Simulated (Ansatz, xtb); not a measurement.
## Relative energy of two isomers of C4H7NSSi2

We compare a, `C#C[Si@H](C#N)S[SiH2]C`, a singlet, with b, `CC#C[SiH2]S[SiH2]C#N`, a singlet. Both are isolated molecules in the gas phase, relaxed with r2SCAN-D4/def2-SVP, each in the lowest conformer that the search found.

Q: Estimate which is lower in electronic energy at CCSD(T)/def2-SVP + ΔMP2/def2-TZVPP, and by roughly how much.

A: Not settled: CCSD(T)/def2-SVP + ΔMP2/def2-TZVPP gives E(b) − E(a) = +10.9 kJ/mol, but this leans on the basis-set step: CCSD(T) alone gives +1.6 kJ/mol.

Level by level:

```tsv
level	geometry	E(b) − E(a) (kJ/mol)	departure from the last row (kJ/mol)	job, with rough time for the two
GFN2-xTB	GFN2-xTB	−67.7	−78.6	optimisation, 0.71 s
HF/STO-3G	GFN2-xTB	+10.9	0.0	single point, 0.52 s
r2SCAN-D4/def2-SVP//GFN2-xTB	GFN2-xTB	−3.3	−14.2	single point, 5 s
r2SCAN-D4/def2-SVP	r2SCAN-D4/def2-SVP	−3.1	−14.0	optimisation, 89 s
HF/def2-SVP	r2SCAN-D4/def2-SVP	−0.6	−11.5	part of the CCSD(T) run
MP2/def2-SVP	r2SCAN-D4/def2-SVP	+3.0	−7.9	part of the CCSD(T) run
CCSD(T)/def2-SVP	r2SCAN-D4/def2-SVP	+1.6	−9.3	single point
CCSD(T)/def2-SVP + ΔMP2/def2-TZVPP	r2SCAN-D4/def2-SVP	+10.9		single point, 2 min
```

As drawn, b has 1 C–C, 1 Si–H in place of 1 C–Si, 1 C–H.

GFN2-xTB, r2SCAN-D4/def2-SVP//GFN2-xTB, r2SCAN-D4/def2-SVP put the two in the other order. HF/def2-SVP, CCSD(T)/def2-SVP find them nearly level. The largest departure from CCSD(T)/def2-SVP + ΔMP2/def2-TZVPP is that of GFN2-xTB, 78.6 kJ/mol. The last row adds to CCSD(T) the change of the MP2 difference between the two basis sets, here +9.3 kJ/mol.

With thermal terms from frequencies at re-optimised GFN2-xTB minima (ideal gas, soft modes damped towards free rotors, one conformer each, 298.15 K, 1 atm): the zero-point term adds −2.4 kJ/mol; ΔH is +7.9 and ΔG +9.8 kJ/mol.

The correlated steps freeze 20 core orbitals. Mirror images aren't counted in ΔG. Codes used: Ansatz 0.2.0, xtb 6.7.1; the last row on 4 threads of Arm Neoverse V1 on a shared host.
